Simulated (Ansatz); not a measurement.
Process, species as SMILES: [O]=[Ta](=[O])[F] -> [O]=[Ta](=[O])[F] as doublet, charge -1 (an electron is taken up)
Geometries: B3LYP-D3(BJ)/def2-TZVP minima from Ansatz (a program for electronic structure). Frequencies are from Ansatz. High T1 diagnostic, so coupled cluster is less sure: [O]=[Ta](=[O])[F]. [O]=[Ta](=[O])[F] as doublet, charge -1: The spin state was set by rule; other spins were not relaxed.

Quantity: adiabatic electron affinity (0 K, with B3LYP-D3(BJ) harmonic zero-point energies), positive where the reaction releases energy, in eV. Valence correlation only, unless marked. Open shells are spin-unrestricted. Spin-orbit coupling is left out. Frozen are the shells of the preceding noble gas and the d and f shells that filled before the atom's block. Past Kr the def2 sets carry scalar-relativistic core potentials. Anions need diffuse functions: def2-D sets add few. 

```csv
level,program,adiabatic electron affinity (eV)
HF/def2-TZVPPD,Ansatz,2.67
BLYP-D4/def2-TZVPD,Ansatz + dftd4,2.56
HSE06-D4/def2-TZVPD,Ansatz + dftd4,2.65
CAM-B3LYP-D3(BJ)/def2-TZVPD,Ansatz + dftd3,2.86
B2PLYP-D3(BJ)/def2-TZVPD,Ansatz + dftd3,2.55
MP2/def2-SVPD,Ansatz,2.32
```
